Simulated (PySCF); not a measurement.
Diatomic cations of As with group 13

r²SCAN with double-zeta basis sets in PySCF, for the lowest determinant that a PBE0 search found; no spin–orbit coupling. De refers to high-spin ground-configuration atoms (the charge goes to the atom of lower measured ionisation energy or higher electron affinity, which is not always the lowest computed limit). A positive dipole points towards As; it is taken about the centre of mass and depends on that origin.

| M | basis | charged atom | state (unpaired electrons) | Re (Å) | ωe (cm⁻¹) | De (eV) | μ (D) |
| --- | --- | --- | --- | --- | --- | --- | --- |
| B | jorge-DZP-DKH | B+ | quartet (σ ↑, π ↑↑) | 1.957 | 645 | 3.08 | -2.73 |
| Al | pcseg-1 | Al+ | quartet (σ ↑, π ↑↑) | 2.545 | 241 | 0.92 | -5.55 |
| Tl | def2-SVP | Tl+ | quartet (σ ↑, π ↑↑) | 3.173 | 72.9 | n/a | -0.75 |

The shortest bond is that of BAs⁺ (1.957 Å), the longest that of TlAs⁺ (3.173 Å).

The rows differ in basis set, which adds steps of its own.

Relativity is treated differently too: B spin-free X2C; Al no relativity; Tl scalar-relativistic core potentials.

De is n/a where a free atom or ion gave no sound limit at this level.

Down a group bonds as a rule get longer and wavenumbers fall, partly through the reduced mass; this series shows no clear exception.

These are scalar-relativistic numbers at best; spin–orbit coupling would shift them, the dissociation energy most. For an ion De counts to the pair picked by the measured ionisation energies or electron affinities, which need not be the lowest pair at this level. States were picked by a PBE0 search and need not be the measured ground states.
